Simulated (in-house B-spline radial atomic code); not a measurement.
Successive ionisation energies of hafnium; each step leads to the configuration of the next row (after the last: bare). Dirac energy differences include first-order Breit, QED and recoil terms. NIST's values go from ground level to ground level; the uncertainty of those that are theory runs from under 0.1 % in few-electron ions to several per cent in heavy many-electron ones. Computed with a B-spline radial code for spherical atoms: Dirac-Hartree-Fock, average of the configuration, finite nuclei.

| ion | configuration | ionisation energy (eV) | tabulated value (eV) | tabulated kind | computed minus tabulated (eV) | highest orbital | largest mean radius (bohr) |
| --- | --- | --- | --- | --- | --- | --- | --- |
| Hf62+ | [He] 2s2 2p6 | 15086.6 | 14678 | tabulated theory | 409 | 2p3/2 | 0.078373 |
| Hf63+ | [He] 2s2 2p5 | 15425.2 | 14999 | tabulated theory | 426 | 2p3/2 | 0.078022 |
| Hf64+ | [He] 2s2 2p4 | 15767.1 | 15351 | tabulated theory | 416 | 2p3/2 | 0.077673 |
| Hf65+ | [He] 2s2 2p3 | 16112.3 | 15680 | tabulated theory | 432 | 2p3/2 | 0.077325 |
| Hf66+ | [He] 2s2 2p2 | 16460.9 | 17280 | tabulated theory | -819 | 2p3/2 | 0.07698 |
| Hf67+ | [He] 2s2 2p1 | 16812.8 | 17680 | tabulated theory | -867 | 2p3/2 | 0.076637 |
| Hf68+ | [He] 2s2 | 18175.6 | 18180 | tabulated theory | -4 | 2s1/2 | 0.076297 |
| Hf69+ | [He] 2s1 | 18501.8 | 18502.32 | tabulated theory | -1 | 2s1/2 | 0.075962 |
| Hf70+ | 1s2 | 74561.3 | 74565.91 | tabulated theory | -5 | 1s1/2 | 0.018882 |
| Hf71+ | 1s1 | 76077.3 | 76077.7 | tabulated theory | 0 | 1s1/2 | 0.018769 |

Problem. Where is the largest jump?

Solution. From Hf69+ to Hf70+, by a factor of 4.03 (18502 to 74561 eV); the highest orbital goes from 2s1/2 to 1s1/2.

Where a p, d or f electron is removed, the computed value is a mean over both j, so it misses the tabulated one by a part of the spin-orbit splitting; averaging over terms and missing correlation add to the gap, relatively most at low charge.
